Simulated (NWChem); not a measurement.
# SnH₄O; SMILES [OH][SnH3]

def2 effective core potentials on Sn; no spin-orbit coupling.

Problem. Give the equilibrium geometry at PBE-D3(BJ)/def2-SVP with def2 effective core potentials on Sn (NWChem) as a Z-matrix, with the point group.

Solution. point group Cs; any orientation.
```
Sn
O 1 2.0174
H 2 0.9761 1 109.80
H 1 1.7194 2 102.12 3 180.00
H 1 1.7335 4 112.29 2 -117.34
H 1 1.7335 4 112.29 5 -125.31
```
